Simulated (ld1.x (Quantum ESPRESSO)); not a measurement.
**Ge (Z = 32): ultrasoft pseudisation with PW91, scalar-relativistic reference atom.**

ld1.x (Quantum ESPRESSO) 7.5 input, shortened:

```
&input
   title='Ge', zed=32., rel=1, dft='PW91', iswitch=3,
   config='[Ar] 3d10 4s1.5 4p2.5'
 /
 &inputp
   pseudotype=3, tm=.true., lloc=-1, rcloc=1.70,
   nlcc=.false.
 /
4
4S  1  0   1.50   0.00  1.10  1.40  0.0
4S  1  0   0.00  -0.20  1.10  1.40  0.0
4P  2  1   2.50   0.00  1.50  2.00  0.0
4P  2  1   0.00   0.05  1.50  2.00  0.0
 &test
   configts(1)='4s1.5 4p2.5'
 /
```

All-electron outer shells of the reference configuration (PW91, scalar-relativistic, ld1.x):

```
shell  level (eV)  outermost node (bohr)  outermost maximum (bohr)
   3p     -116.58                   0.23                      0.54
   3d      -30.28                      –                      0.50
   4s      -12.30                   0.77                      1.73
   4p       -4.29                   0.82                      2.19
```

**Question.** Does this generation succeed?

**Answer.** No. ld1.x (Quantum ESPRESSO) 7.5 stopped with "run_pseudo: Errors in PS-KS equation": the pseudo-atom solver did not find the valence states with the expected number of nodes, which is the usual sign of a ghost state. Before that it printed "Warning: n=1, l=0 expected 0 nodes, found 1".
